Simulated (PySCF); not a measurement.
C2H10BN2P.
Atom-mapped SMILES: `[CH3:1][N:2]([CH3:3])[B:4]([NH2:5])[PH2:6]` (hydrogens: H7, H8, H9 on C1; H10, H11, H12 on C3; H13, H14 on N5; H15, H16 on P6)

Torsions of this conformer, `[CH3:1][N:2]([CH3:3])[B:4]([NH2:5])[PH2:6]`: C1–N2–B4–N5 -5°, H–N5–B4–N2 -179°, H–N5–B4–N2 -5°, H–P6–B4–N2 -66°, H–P6–B4–N2 -159°.

The closed-shell ground state was solved at several levels (PySCF, density fitting, gas phase, non-relativistic). Geometry: GFN2-xTB, one conformer, isolated molecule.

```csv
level,basis functions,total energy (Eh),HOMO (eV),LUMO (eV),gap (eV),dipole (D)
wB97X-D/def2-SVPD,204,-557.6944,-8.28,1.74,10.02,2.46
PBE0/pcSseg-1,159,-557.5760,-6.35,1.02,7.37,2.65
```

Question: Estimate the row for PBE0/def2-SVPD, a basis of 204 functions; the other rows only guide the guess.

Answer: Total energy -557.3755 Eh, HOMO -6.43 eV, LUMO 0.24 eV, gap 6.67 eV, dipole 2.43 D.

Question: Over all these levels, which gives the widest orbital gap and which the narrowest?

Answer: wB97X-D/def2-SVPD (range-separated hybrid) has the widest, 10.02 eV, and PBE0/def2-SVPD (global hybrid, 25 % exact exchange) the narrowest, 6.67 eV. The two share the basis. From the narrowest to the widest the HOMO moves by -1.85 eV and the LUMO by +1.50 eV.

Question: How far do the dipole and the HOMO energy spread over the levels?

Answer: The dipole runs from 2.43 to 2.65 D (mean 2.51 D) and the HOMO from -8.28 to -6.35 eV.

wB97X-D is run here without its empirical dispersion term; that term would change no orbital, density or response property at a fixed geometry.
